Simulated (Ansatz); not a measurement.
Mulliken charges of F$_{2}$H$_{2}$S$_{2}$Zr, SMILES `[F][Zr]([F])([SH])[SH]` from r2SCAN/def2-TZVPP in Ansatz (PBE0-D4/def2-TZVP geometry).

| atom | x (Å) | y (Å) | z (Å) | charge (e) |
| --- | --- | --- | --- | --- |
| F1 | -0.178 | -2.259 | -0.575 | -0.360 |
| Zr2 | 0.221 | -0.606 | 0.246 | 1.145 |
| F3 | 1.254 | -0.732 | 1.822 | -0.360 |
| S4 | -1.941 | 0.430 | 0.678 | -0.335 |
| S5 | 1.498 | 0.843 | -1.239 | -0.335 |
| H6 | -1.336 | 1.512 | 1.207 | 0.122 |
| H7 | 0.543 | 0.744 | -2.185 | 0.122 |

Q: By hand: the dipole of these point charges (1 e Å = 4.8032 D).

A: Σ q r = (-0.083, 0.232, -0.099) e Å, of length 0.266 e Å = 1.28 D.

Q: How does the dipole of the full density compare? (An estimate is asked.)

A: The calculation gave: (-0.037, 0.105, -0.044) e Å, 0.57 D; the point charges give 2.25 times that, at 0° from its direction.

Point charges leave out the atoms' own dipoles, such as those of lone pairs, and Mulliken's split depends on the basis, so the two needn't agree.
